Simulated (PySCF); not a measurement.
ZrF₃, SMILES [F][Zr+]([F])[F], charge +1, multiplicity 1. Atoms are numbered in the order given.

```xyz
4

Zr     0.0000     0.0000     0.2412
F      1.5142     0.8743    -0.3574
F      0.0000    -1.7485    -0.3574
F     -1.5142     0.8743    -0.3574
```
Charge +1, spin multiplicity 1.

Geometry: B3LYP-D3(BJ)/def2-TZVP. The multiplicity is an assumed one; other spin states were not compared. The isomer is the one that the SMILES or the coordinates give; other isomers of the formula were not compared. The def2 effective core potentials stand for the cores of Zr; spin–orbit coupling is left out.

Computed with PySCF with B3LYP-D3(BJ)/def2-TZVP.

Frequencies are harmonic and unscaled.

Modes within 1.5 cm⁻¹ of each other (mostly degenerate sets) share a row, with their intensities summed.

| mode | ν (cm⁻¹) | IR (km/mol) | moving atoms (share of kinetic energy) |
|---|---|---|---|
| 1 | 136 | 50.8 | F 69 %, Zr 31 % |
| 2–3 | 179 | 20.1 | F 90 %, Zr 10 % |
| 4 | 750 | 23.6 | F 93 % |
| 5–6 | 755 | 403.7 | F 77 %, Zr 23 % |
